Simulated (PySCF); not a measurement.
## Electron correlation in Be²⁺ (beryllium, charge +2)

1s2, closed-shell 1S. Computed with PySCF 2.14 in dyall-acv3z (15s9p4d2f, 76 functions), with no relativity, point nucleus. Frozen: nothing; 2 electrons correlated; the 5 highest virtual orbitals of each spin left out.

With two correlated electrons CCSD is exact within the correlated space (frozen core and kept virtual orbitals).

```
level  correlation energy (mhartree)
 CCSD                         -41.78
```

Diagnostics: T1 = 0.00021, D1 = 0.0003, largest double amplitude 0.009.

Cost of the coupled-cluster step: of the order of 0.6 core-seconds, for 2 correlated electrons.

Iterations:

```
CC2 = 0
CCSD nocc = 1, nmo = 71
frozen orbitals [71, 72, 73, 74, 75]
max_cycle = 100
direct = 0
conv_tol = 1e-08
conv_tol_normt = 1e-06
diis_space = 8
diis_start_cycle = 0
Init t2, MP2 energy = -13.6498952716508  E_corr(MP2) -0.0386023844276485
Init E_corr(CCSD) = -0.0386023844276494
cycle = 1  E_corr(CCSD) = -0.0414350539488486  dE = -0.00283266952  norm(t1,t2) = 0.00296302
cycle = 2  E_corr(CCSD) = -0.0417398470157932  dE = -0.000304793067  norm(t1,t2) = 0.000374874
cycle = 3  E_corr(CCSD) = -0.0417820548686285  dE = -4.22078528e-05  norm(t1,t2) = 5.66172e-05
cycle = 4  E_corr(CCSD) = -0.0417814054331239  dE = 6.49435505e-07  norm(t1,t2) = 3.28532e-06
cycle = 5  E_corr(CCSD) = -0.0417813909041202  dE = 1.45290037e-08  norm(t1,t2) = 1.08715e-07
cycle = 6  E_corr(CCSD) = -0.0417813914459446  dE = -5.41824398e-10  norm(t1,t2) = 1.25799e-08
CCSD converged
E(CCSD) = -13.65307427866911  E_corr = -0.04178139144594457
```
